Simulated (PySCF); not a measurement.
Species: C3H5F3O.
Numbering: `[F:1][CH2:2][O:3][C@H:4]([F:5])[CH2:6][F:7]` (hydrogens: H8, H9 on C2; H10 on C4; H11, H12 on C6)

Jobs on this species (12 atoms, 58 electrons) with PySCF (density fitting). Hardware of each: Arm Neoverse V1, one thread, no GPU, shared host. Times come from a shared host and carry two figures at best. Peak memory is the resident size of the whole Python process, interpreter and libraries included.

```tsv
level and settings	work	basis functions	SCF cycles	wall time	peak memory
delta-SCF UKS PBE, pcX-2 on the ionised atom, pcseg-1 elsewhere, spin-free X2C	ΔSCF core ionisation, 7 holes	154	?	?	?
delta-SCF UKS SCAN, def2-TZVP on the ionised atom, pcseg-1 elsewhere, spin-free X2C	ΔSCF core ionisation, 7 holes	140	?	?	?
delta-SCF UKS SCAN, pcX-1 on the ionised atom, pcseg-1 elsewhere, spin-free X2C	ΔSCF core ionisation, 7 holes	133	120	42 s	0.53 GiB
PBE0-D3(BJ)/def2-SVP, grid level 1	geometry optimisation from a GFN2-xTB start shaken at random	123	57	51 s	0.51 GiB
delta-SCF UKS PBE0, pcX-2 on the ionised atom, pcseg-1 elsewhere, spin-free X2C	ΔSCF core ionisation, 7 holes	154	109	61 s	0.59 GiB
delta-SCF UKS B3LYP, pcX-2 on the ionised atom, pcseg-1 elsewhere, spin-free X2C	ΔSCF core ionisation, 7 holes	154	111	62 s	0.63 GiB
delta-SCF UKS SCAN, pcX-2 on the ionised atom, pcseg-1 elsewhere, spin-free X2C	ΔSCF core ionisation, 7 holes	154	122	50 s	0.54 GiB
delta-SCF UKS HF, pcX-2 on the ionised atom, pcseg-1 elsewhere, spin-free X2C	ΔSCF core ionisation, 7 holes	154	106	38 s	0.53 GiB
delta-SCF UKS SCAN, pcX-2 on the ionised atom, pcseg-1 elsewhere, non-relativistic	ΔSCF core ionisation, 7 holes	154	122	49 s	0.54 GiB
```

Q: Fill in the missing figures.

A: 
- delta-SCF UKS PBE, pcX-2 on the ionised atom, pcseg-1 elsewhere, spin-free X2C; ΔSCF core ionisation, 7 holes: 31 s, 0.55 GiB, 117 SCF cycles
- delta-SCF UKS SCAN, def2-TZVP on the ionised atom, pcseg-1 elsewhere, spin-free X2C; ΔSCF core ionisation, 7 holes: 47 s, 0.53 GiB, 120 SCF cycles

Q: What do all jobs in the table cost together?

A: About 7.2 min; the longest takes about 14 % of that, and about 2 times as long as the shortest.
